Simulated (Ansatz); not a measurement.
`O=[CH][AlH][F]` + CH₃NH₂ → `C[NH][AlH][F]` + `C=O` at 600 K and 1 bar (ligand exchange at the Al–C bond).

Isolated molecules relaxed with PBE0-D4/def2-TZVP in Ansatz; ΔE leaves out vibrations. CCSD(T)/CBS adds triple-zeta CCSD(T) − MP2 to the extrapolated MP2 energy (def2 sets, frozen cores). This one scheme is used for every species. Each species was taken in one conformer, which may not be the lowest.

```tsv
species	CCSD(T)/CBS energy (Eh)	H − E (kJ/mol)	S (J/(mol·K))
`O=[CH][AlH][F]`	-456.27101	114.0	377.4
CH₃NH₂	-95.75281	199.3	283.8
`C[NH][AlH][F]`	-437.67416	219.3	392.8
`C=O`	-114.39408	92.5	246.7
```

H − E and S are ideal-gas, rigid-rotor, harmonic terms from PBE0-D4/def2-TZVP, for one conformer and one mirror image of each species. 1 Eh = 2625.50 kJ/mol, R = 8.31446 J/(mol·K).

Question: By hand: ΔE, ΔH, ΔS and ΔG.

Answer: ΔE = (-437.67416) + (-114.39408) − (-456.27101) − (-95.75281) = -0.04442 Eh = -116.6 kJ/mol. Δ(H − E) = 219.3 + 92.5 − 114.0 − 199.3 = -1.5, so ΔH = -118.1 kJ/mol. ΔS = 392.8 + 246.7 − 377.4 − 283.8 = -21.7 J/(mol·K). ΔG = -118.1 − 600 × (-21.7)/1000 = -105.1 kJ/mol.

Question: By hand: the equilibrium constant, and the temperature at which ΔG would vanish if ΔH and ΔS stayed fixed.

Answer: log₁₀ K = −ΔG/(RT ln 10) = 9.1. ΔG = 0 at ΔH/ΔS = 5442 K, far beyond where these terms or the molecules hold.

ΔH outweighs TΔS. A doubt of 5 kJ/mol in ΔE shifts log₁₀ K by 0.4 here. Other conformers and mirror images would add mixing entropy, several J/(mol·K) or more a flexible species. Modes under 60 cm⁻¹, often nearly free rotors, make the harmonic entropy too high. These are equilibria of isolated gas molecules and say nothing of rates. Largest T1 diagnostic: 0.015 (customary marks: 0.02 for closed shells, 0.045 for open ones).
